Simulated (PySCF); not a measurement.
# Electron correlation in N⁺ (nitrogen, charge +1)

[He] 2s2 2p2, high-spin 3P determinant. Computed with PySCF 2.14 in aug-cc-pVDZ, with no relativity, point nucleus. Frozen: 1s2; 4 electrons correlated.

MP2 pair energies summed by pair of shells (mhartree):

| pair | energy | share (%) |
| --- | --- | --- |
| 2s-2p | -32.26 | 58.8 |
| 2s-2s | -17.32 | 31.6 |
| 2p-2p | -5.27 | 9.6 |

Total MP2 correlation energy: -54.84 mhartree.

Same-spin part -8.78 and opposite-spin part -46.06 mhartree; SCS-MP2 scales them by 1/3 and 6/5 to -58.20 mhartree.

```csv
level,correlation energy (mhartree)
CCSD,-77.24
(T),-0.87
CCSD(T),-78.11
```

Diagnostics: T1 = 0.0063, D1 = 0.0123, largest double amplitude 0.121.

Is a single reference adequate?

Mostly. T1 lies below 0.03, but a double amplitude of this size points to a near-degeneracy that CCSD handles and MP2 describes poorly.
